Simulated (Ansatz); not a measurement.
`N#[C][AlH2]` + `BC1C[SiH2]1` → `[AlH2][CH]1C[SiH2]1` + `BC#N` at 500 K and 1 bar (redistribution).

Computed with Ansatz on PBE0-D4/def2-TZVP structures; ΔE is electronic, products minus reactants. CCSD(T)/CBS is the MP2 limit (def2-TZVPP, def2-QZVPP) plus CCSD(T) − MP2 in def2-TZVPP, frozen cores. This one scheme is used for every species.

| species | CCSD(T)/CBS energy (Eh) | H − E (kJ/mol) | S (J/(mol·K)) |
| --- | --- | --- | --- |
| `N#[C][AlH2]` | -335.94780 | 83.8 | 307.3 |
| `BC1C[SiH2]1` | -394.14423 | 254.9 | 358.8 |
| `[AlH2][CH]1C[SiH2]1` | -611.35805 | 238.1 | 395.1 |
| `BC#N` | -118.71067 | 98.4 | 278.3 |

H − E and S are ideal-gas, rigid-rotor, harmonic terms from PBE0-D4/def2-TZVP, for one conformer and one mirror image of each species. 1 Eh = 2625.50 kJ/mol, R = 8.31446 J/(mol·K).

Problem. By hand: ΔE, ΔH, ΔS and ΔG.

Solution. ΔE = (-611.35805) + (-118.71067) − (-335.94780) − (-394.14423) = 0.02331 Eh = 61.2 kJ/mol. Δ(H − E) = 238.1 + 98.4 − 83.8 − 254.9 = -2.2, so ΔH = 59.0 kJ/mol. ΔS = 395.1 + 278.3 − 307.3 − 358.8 = 7.3 J/(mol·K). ΔG = 59.0 − 500 × (7.3)/1000 = 55.4 kJ/mol.

Problem. By hand: the equilibrium constant, and the temperature at which ΔG would vanish if ΔH and ΔS stayed fixed.

Solution. log₁₀ K = −ΔG/(RT ln 10) = -5.8. ΔG = 0 at ΔH/ΔS = 8082 K, far beyond where these terms or the molecules hold.

The number of gas molecules stays the same, so ΔS is small and ΔH decides. A doubt of 5 kJ/mol in ΔE shifts log₁₀ K by 0.5 here. Other conformers and mirror images would add mixing entropy, several J/(mol·K) or more a flexible species. These are equilibria of isolated gas molecules and say nothing of rates. Largest T1 diagnostic: 0.014 (customary marks: 0.02 for closed shells, 0.045 for open ones).
